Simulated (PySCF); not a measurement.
CH2Li2, SMILES [Li][CH2][Li].

Coordinates come from a r2SCAN-D4/def2-TZVPD optimisation.

Two levels are set side by side: TDA-PBE/def2-TZVPD (PySCF) and TDA-ωB97X/def2-TZVPD (PySCF). Vertical, same geometry. The lowest singlet is HOMO→LUMO 99 % with PBE and HOMO→LUMO 90 % with the other functional; states are paired by order. Differences are taken from unrounded values.

```csv
quantity,TDA-ωB97X,TDA-PBE,TDA-PBE minus TDA-ωB97X
lowest singlet excitation (eV),1.68,1.16,-0.52
lowest triplet excitation (TDA) (eV),1.74,0.86,-0.88
first bright state (f over 0.05) (eV),1.68,1.16,-0.52
its oscillator strength,0.10,0.11,0.01
```

A lower first singlet is the usual sign of a functional without exact exchange. Differences between two approximate levels are no errors against the true value.

Rough cost on one machine, each run with all the roots and properties that it gave: TDA-ωB97X against TDA-PBE about 2 times.
